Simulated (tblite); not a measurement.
C8H15P.
SMILES with atom numbers: `[CH3:1][C@@H:2]1[CH2:3][CH2:4][P:5]([CH:6]2[CH2:7][CH2:8]2)[CH2:9]1` (hydrogens: H10, H11, H12 on C1; H13 on C2; H14, H15 on C3; H16, H17 on C4; H18 on C6; H19, H20 on C7; H21, H22 on C8; H23, H24 on C9)

Cartesian coordinates in Å at the GFN2-xTB level; atoms count from 1:
```xyz
24
C8H15P angstrom
C     -2.912    0.737    0.437
C     -1.900    0.130   -0.526
C     -1.326   -1.195   -0.026
C     -0.199   -1.565   -0.982
P      0.719    0.012   -1.392
C      1.794    0.069    0.102
C      2.924    1.059    0.120
C      3.215   -0.396   -0.044
C     -0.700    1.054   -0.751
H     -3.765    0.073    0.562
H     -3.271    1.692    0.061
H     -2.458    0.899    1.413
H     -2.390   -0.051   -1.490
H     -2.088   -1.975    0.009
H     -0.937   -1.058    0.986
H     -0.609   -1.965   -1.913
H      0.489   -2.305   -0.572
H      1.301   -0.135    1.048
H      3.049    1.699   -0.741
H      3.176    1.535    1.056
H      3.667   -0.931    0.778
H      3.537   -0.737   -1.017
H     -0.935    1.847   -1.464
H     -0.394    1.526    0.187
```

Level: GFN2-xTB in tblite, geometry and Hessian alike; calculated harmonic values, unscaled, isolated species. This tight-binding method is rough: wavenumbers can miss measured ones by several per cent, in bad cases by 10 to 20. One conformer, not necessarily the lowest.

Harmonic wavenumbers (cm⁻¹): 34.0, 57.2, 131.9, 194.6, 214.7, 227.5, 265.6, 292.5, 344.0, 425.3, 453.4, 506.1, 652.6, 693.1, 741.0, 790.1, 804.3, 832.6, 844.0, 879.7, 935.8, 962.4, 969.6, 993.1, 1013.9, 1021.5, 1036.3, 1064.7, 1068.5, 1073.1, 1084.7, 1103.8, 1130.6, 1152.1, 1177.2, 1210.2, 1212.3, 1221.9, 1256.1, 1286.1, 1320.3, 1327.7, 1343.6, 1413.1, 1436.3, 1451.0, 1457.2, 1480.7, 1492.4, 1501.4, 1502.6, 2924.0, 2946.3, 2949.2, 2968.7, 2975.6, 2977.2, 2982.1, 2988.3, 3024.5, 3029.2, 3036.3, 3077.0, 3077.3, 3079.6, 3095.9.

A = 2751, B = 837.2, C = 769.6 MHz; mass 142.091 u (most abundant isotopes); point group C1, symmetry number 1.

Task: What is the zero-point energy?

Result: ½Σν̃ = 46108 cm⁻¹ = 131.83 kcal/mol.

Task: Entropy at 298.15 K, 1 bar (ideal gas, RRHO, classical rotation)?

Result: Translation 40.79, rotation 29.58, vibration 29.12: S = 99.5 cal/(mol K).

Task: And Cp and H(298.15 K) − H(0)?

Result: Cp = 40.77 cal/(mol K), of which vibrations give 32.82 (their classical limit is 66 R = 131.2); H(298.15 K) − H(0) = 6.97 kcal/mol without the zero-point energy, 4.60 from vibrations.

Task: Which modes carry the vibrational entropy at 298.15 K?

Result: 34.0 cm⁻¹: 5.58; 57.2 cm⁻¹: 4.55; 131.9 cm⁻¹: 2.92; 194.6 cm⁻¹: 2.18; 214.7 cm⁻¹: 2.00; 227.5 cm⁻¹: 1.90 cal/(mol K); the other 60 give 9.99 together.

Task: How do the functions run with temperature in this model?

Result: 
```json
{"T (K)": "150", "S (cal/(mol K))": "78.6", "Cp (cal/(mol K))": "23.2", "H − H(0) (kcal/mol)": "2.31", "G − H(0) (kcal/mol)": "-9.48", "ln q(vib)": "3.12"}
{"T (K)": "250", "S (cal/(mol K))": "92.9", "Cp (cal/(mol K))": "34.4", "H − H(0) (kcal/mol)": "5.16", "G − H(0) (kcal/mol)": "-18.06", "ln q(vib)": "5.65"}
{"T (K)": "400", "S (cal/(mol K))": "113.4", "Cp (cal/(mol K))": "54.4", "H − H(0) (kcal/mol)": "11.82", "G − H(0) (kcal/mol)": "-33.54", "ln q(vib)": "9.60"}
{"T (K)": "600", "S (cal/(mol K))": "139.8", "Cp (cal/(mol K))": "75.8", "H − H(0) (kcal/mol)": "24.98", "G − H(0) (kcal/mol)": "-58.89", "ln q(vib)": "15.18"}
{"T (K)": "900", "S (cal/(mol K))": "174.8", "Cp (cal/(mol K))": "96.3", "H − H(0) (kcal/mol)": "51.07", "G − H(0) (kcal/mol)": "-106.22", "ln q(vib)": "23.56"}
```

q(vib) and H(0) count from the zero-point level.

Task: Blend soft modes into free rotors: weight 1/[1 + (100 cm⁻¹/ν̃)⁴] for the oscillator and the rest for a rotor with moment μB/(μ + B), μ = h/(8π²ν), B = 10⁻⁴⁴ kg m². What vibrational entropy results?

Result: 26.40 cal/(mol K) in place of 29.12, which changes −T·S at 298.15 K by +0.81 kcal/mol.

Hindered rotation and anharmonicity are outside this model. Other conformers, if any are populated, would add a mixing term that is left out. The structure is chiral; the term R ln 2 for an equal mix with its mirror image is left out.
